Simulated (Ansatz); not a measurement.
`CN(C)[SiH](N)F` + `C[O][GeH]([OH])[OH]` → `C[O][GeH]([OH])[O]C` + `CN[SiH](N)F`  (substitution at a C–N bond)

Program: Ansatz. Geometries: PBE0-D4/def2-TZVP. ΔE: electronic, gas phase. CBS: MP2 limit from def2 TZ/QZ plus the TZ coupled-cluster correction, frozen cores. For Ge outer-core shells are correlated without core-valence functions, which leaves a few kJ/mol of doubt a bond. Scalar relativity is left out up to krypton. Each species was taken in one conformer, which may not be the lowest.

| species | SCS-MP2/def2-QZVPP energy (Eh) |
| --- | --- |
| `CN(C)[SiH](N)F` | -579.77087 |
| `C[O][GeH]([OH])[OH]` | -2342.99282 |
| `C[O][GeH]([OH])[O]C` | -2382.20802 |
| `CN[SiH](N)F` | -540.54460 |

Task: Work out ΔE.

Result: ΔE = (-2382.20802) + (-540.54460) − (-579.77087) − (-2342.99282) = 0.01107 Eh = +29.1 kJ/mol. CCSD(T)/CBS gives +29.1 kJ/mol.

Largest T1 diagnostic among the species: 0.012.

In def2-TZVPP, CCSD(T) changes the Hartree–Fock value by +11.8 kJ/mol (the triples alone add +1.4 kJ/mol) and MP2 by +16.5 kJ/mol.
